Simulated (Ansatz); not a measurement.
Stepwise reaction of `F[SiH2]S[SiH](F)F` with hydrogen chloride, as a gas-phase model of exchange steps in deposition or etching. ΔE in kJ/mol.

Computed with Ansatz on PBE0-D4/def2-TZVP structures; ΔE is electronic, products minus reactants. CCSD(T)/CBS is the MP2 limit (def2-TZVPP, def2-QZVPP) plus CCSD(T) − MP2 in def2-TZVPP, frozen cores. This one scheme is used for every species. Functionals use def2-TZVPP. B3LYP here is the variant with VWN-RPA as its local correlation; programs differ in this. Each species was taken in one conformer, which may not be the lowest.

```csv
step,reaction,PBE-D4,B3LYP-D4,ωB97M-V,CCSD(T)/CBS
1,`F[SiH2]S[SiH](F)F` + HCl → `F[SiH](F)S[SiH2]Cl` + H–F,32.2,41.6,40.7,37.5
2,`F[SiH](F)S[SiH2]Cl` + HCl → `F[SiH](Cl)S[SiH2]Cl` + H–F,40.4,49.5,49.7,47.2
3,`F[SiH](Cl)S[SiH2]Cl` + HCl → `Cl[SiH2]S[SiH](Cl)Cl` + H–F,35.6,45.3,45.2,41.0
```

**Question.** By hand: ΔE of the 3 steps together at CCSD(T)/CBS.

**Answer.** (37.5) + (47.2) + (41.0) = 125.7 kJ/mol, or 41.9 kJ/mol a step.

In ΔE step 1 is the lowest and step 2 the highest. All are uphill at CCSD(T)/CBS. PBE-D4 differs from CCSD(T)/CBS by -6.8 to -5.3 kJ/mol a step. Isolated molecules leave out the surface, adducts and barriers. Largest T1 diagnostic: 0.012.
